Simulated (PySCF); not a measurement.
## Dipole response of Sc⁺ (scandium, charge +1)

[Ar] 3d1 4s1, high-spin 3D determinant. Computed with PySCF 2.14 in aug-cc-pVQZ-DK, with the spin-free X2C one-electron Hamiltonian (Gaussian nucleus). Coupled (time-dependent) response in atomic units; α is the mean over directions.

| method | mean α (bohr³) | α xx, yy, zz | C₆ (like pair) | S(−4) |
| --- | --- | --- | --- | --- |
| TPSS | 66.90 | 65.00, 65.00, 70.70 | 475.7 | 3958 |

S(−4) is the Cauchy moment in α(ω) = α(0) + S(−4) ω² + …

α(iu) at TPSS:

```
u (hartree)  α(iu) (bohr³)
          0          66.90
     0.0500          58.37
      0.100          42.72
      0.200          22.00
      0.300          13.30
      0.500          7.020
      0.750          4.375
       1.00          3.157
       1.50          1.945
       2.00          1.325
       3.00         0.7214
       5.00         0.3072
```

For an ion, C₆ is the dispersion term alone; charge-induced terms of lower order in 1/R come first.

The components differ because the open shell of this determinant is not spherical; for a pure term their mean is the scalar polarisability.
